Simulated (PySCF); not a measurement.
Bonds broken one at a time in the series Al Br-H. All species are isolated molecules in the gas phase. Strings in code marks are SMILES.

These are PySCF with PBE-D3(BJ)/def2-TZVP // r2SCAN-D4/def2-TZVP values and carry that method's errors. 

| species | HOMO (eV) | dipole moment (D) | HOMO–LUMO gap (eV) |
|---|---|---|---|
| whole molecule (`[Br][Al]([Br])[Br]`) | -7.36 | 0.00 | 4.97 |
| radical fragment (`[Br][Al][Br]`) | – | 1.18 | – |
| whole molecule (`[Br][AlH][Br]`) | -7.39 | 0.78 | 5.00 |
| radical fragment (`[AlH][Br]`) | – | 1.34 | – |
| whole molecule (`[AlH2][Br]`) | -7.03 | 1.07 | 4.53 |
| whole molecule (`[AlH3]`) | -7.30 | 0.00 | 4.77 |
